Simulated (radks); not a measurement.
Ir, 77 electrons, occupied as [Xe] 4f14 5d7 6s2 (the NIST ground configuration).

All-electron calculation, Dirac Kohn-Sham, exchange-only PBE, spin-unpolarised, spherical densities, finite nucleus; open shells are shared between the two j in proportion to 2j + 1; Fermi nuclear charge, rms radius 5.4032 fm. Program: a radial shooting solver on a logarithmic mesh with Libxc functionals.

Energy parts (hartree):
total: -17849.9157
kinetic: 20334.4218
electron-nucleus: -44797.5868
Hartree: 6957.4006
exchange: -344.1512

Orbitals (lengths in bohr, moments of r in powers of bohr; r(max) is where P^2 peaks; r(90%) holds 90 % of the orbital's charge):
orbital,occ.,eigenvalue (hartree),<r^2>,<1/r>,r(90%),r(max),small-component weight
1s1/2,2,-2792.347,0.0004197,92.14,0.0318,0.01082,8.50e-02
2s1/2,2,-488.1144,0.006361,22.56,0.114,0.06251,1.94e-02
2p1/2,2,-467.7090,0.004517,22.53,0.100,0.04620,1.95e-02
2p3/2,4,-407.8965,0.005709,18.59,0.111,0.05336,1.74e-02
3s1/2,2,-114.1217,0.04140,8.282,0.279,0.1759,6.44e-03
3p1/2,2,-104.9497,0.03783,8.198,0.271,0.1644,6.39e-03
3p3/2,4,-91.85386,0.04431,7.175,0.292,0.1790,5.79e-03
3d3/2,4,-76.49046,0.03413,7.072,0.265,0.1397,5.68e-03
3d5/2,6,-73.65992,0.03590,6.835,0.271,0.1437,5.52e-03
4s1/2,2,-24.30587,0.2025,3.495,0.608,0.3977,2.16e-03
4p1/2,2,-20.43090,0.2074,3.385,0.620,0.3965,2.07e-03
4p3/2,4,-17.33286,0.2412,3.030,0.669,0.4268,1.84e-03
4d3/2,4,-10.96995,0.2579,2.822,0.706,0.4211,1.64e-03
4d5/2,6,-10.39488,0.2702,2.738,0.723,0.4305,1.58e-03
4f5/2,6,-2.30260,0.3463,2.333,0.863,0.3926,1.19e-03
4f7/2,8,-2.18800,0.3566,2.300,0.876,0.3973,1.17e-03
5s1/2,2,-3.55387,1.076,1.392,1.40,0.8916,5.20e-04
5p1/2,2,-2.33625,1.283,1.264,1.55,0.9470,4.39e-04
5p3/2,4,-1.83654,1.538,1.135,1.70,1.028,3.72e-04
5d3/2,2.8,-0.25580,3.433,0.7894,2.67,1.279,1.86e-04
5d5/2,4.2,-0.21115,3.815,0.7532,2.82,1.321,1.71e-04
6s1/2,2,-0.20567,10.18,0.4318,4.49,2.413,5.62e-05

The highest occupied level is 6s1/2 at -5.597 eV. Summed over all electrons, <r^2> = 66.96 bohr^2, which gives a Langevin (diamagnetic) susceptibility term of -53 x 10^-6 cm^3/mol. The density falls to 0.001 e/bohr^3 at r = 4.59 bohr. For comparison, the ionisation energy in NIST's Atomic Spectra Database is 8.967 eV (measured). In exact Kohn-Sham theory the highest level is minus the ionisation energy, but local and semilocal functionals leave it too shallow, through self-interaction and a potential that decays too fast; potentials with the right tail come closer. The electron density at the nucleus is 1.821e+06 e/bohr^3.

Beside tabulated values, note that spin-unpolarised runs miss the spin-polarisation part of the exchange energy of open shells.
